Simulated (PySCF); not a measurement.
Cd(Br)(Et) (C2H5BrCd), SMILES C[CH2][Cd][Br].

Coordinates come from a PBE0-D3(BJ)/def2-SVP optimisation. The def2 effective core potentials stand for the cores of Cd; spin–orbit coupling is left out. Other conformers were not sampled.

Level of theory: TDDFT-PBE/def2-SVPD (PySCF).

Vertical excitations. The molecule is in vacuum. State labels are in the subgroup Cs.

Task: List the lowest excited states. (An estimate is asked for; the answer gives what the named calculation found.)

Result: 
| state | symmetry | energy (eV) | λ (nm) | f | main pairs |
|---|---|---|---|---|---|
| S1 | A" | 4.95 | 250 | 0.016 | HOMO→LUMO 100 % |
| S2 | A' | 4.95 | 250 | 0.016 | HOMO−1→LUMO 99 % |
| S3 | A" | 5.46 | 227 | 0.000 | HOMO→LUMO+1 95 % |
| S4 | A' | 5.51 | 225 | 0.025 | HOMO−1→LUMO+1 64 %, HOMO−2→LUMO 15 %, HOMO→LUMO+2 11 % |
| S5 | A' | 5.55 | 223 | 0.073 | HOMO→LUMO+2 38 %, HOMO−2→LUMO 33 %, HOMO−2→LUMO+1 23 % |
| S6 | A" | 5.55 | 223 | 0.000 | HOMO−1→LUMO+2 94 % |
| S7 | A' | 5.66 | 219 | 0.066 | HOMO−2→LUMO+1 63 %, HOMO→LUMO+2 16 %, HOMO−2→LUMO 11 % |
| S8 | A" | 5.71 | 217 | 0.019 | HOMO−2→LUMO+2 98 % |
| S9 | A' | 6.04 | 205 | 0.402 | HOMO−2→LUMO 30 %, HOMO→LUMO+2 26 %, HOMO−1→LUMO+1 17 %, HOMO−3→LUMO 17 % |
| S10 | A" | 6.84 | 181 | 0.000 | HOMO−4→LUMO 99 % |
| T1 | A' | 4.45 | 279 | 0 | HOMO−2→LUMO 98 % |
| T2 | A" | 4.68 | 265 | 0 | HOMO→LUMO 100 % |
| T3 | A' | 4.69 | 265 | 0 | HOMO−1→LUMO 99 % |
| T4 | A' | 5.28 | 235 | 0 | HOMO−1→LUMO+1 71 %, HOMO→LUMO+2 14 %, HOMO−2→LUMO+1 13 % |
Triplets are in the Tamm–Dancoff approximation, which puts them higher than full response would, so one can lie above its singlet here.
